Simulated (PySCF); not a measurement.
Bonds (- single, = double, # triple, : aromatic): C1-C2, C2-O3, O3-C4, C4:C5, C5:C6, C6:C7, C7:O8, O8:C4. C1 carries H9, H10, H11; C2 carries H12, H13; C5 carries H14; C6 carries H15; C7 carries H16.

Geometry: PBE0-D3(BJ)/def2-SVP; GIAO shifts from PySCF 2.14.0 with density-fitted response routines, gas phase, non-relativistic, averaged over equivalent atoms.

At KT2/pcSseg-1 (176 basis functions, 33 s wall time on 1 thread of an Arm Neoverse V1, shared host):
```
     atoms  δ (ppm)
        C4    154.4
        C7    125.7
        C6    108.6
        C5     79.3
        C2     64.9
        C1     17.0
        O8    268.3
        O3    124.2
       H16     6.78
       H15     6.22
       H14     5.24
   H12/H13     4.33
H9/H10/H11     1.19
```

References, each an isolated molecule treated in the same way: $^{13}$C (σref 183.22) and $^{1}$H (σref 31.18) against TMS; $^{17}$O (σref 330.66) vs H2O.

Estimate the result of repeating the calculation with PBE0/pcSseg-1.

Answers


```
     atoms  δ at PBE0/pcSseg-1  change
        C4               163.1    +8.7
        C7               133.7    +8.0
        C6               118.5    +9.9
        C5                87.1    +7.8
        C2                63.7    -1.2
        C1                16.4    -0.6
        O8               277.1    +8.8
        O3               115.2    -9.0
       H16                6.80   +0.02
       H15                6.42   +0.20
       H14                5.40   +0.16
   H12/H13                4.23   -0.10
H9/H10/H11                1.19   +0.00
```

References, each an isolated molecule treated in the same way: $^{13}$C (184.41 ppm), $^{1}$H (31.27 ppm) against TMS; $^{17}$O (334.56 ppm) against H2O.

The largest change is at C6 (aromatic CH). Cost: 176 basis functions, 22 s wall time on 1 thread of an Arm Neoverse V1, shared host. The order of the carbon signals is the same at both levels.

Unscaled 17O shifts of doubly bonded oxygen tend to come out too high, by tens of ppm or more. Experimental scales use liquid or dissolved standards, which lie at an offset from isolated H2O (liquid H2O: subtract about 36 ppm).
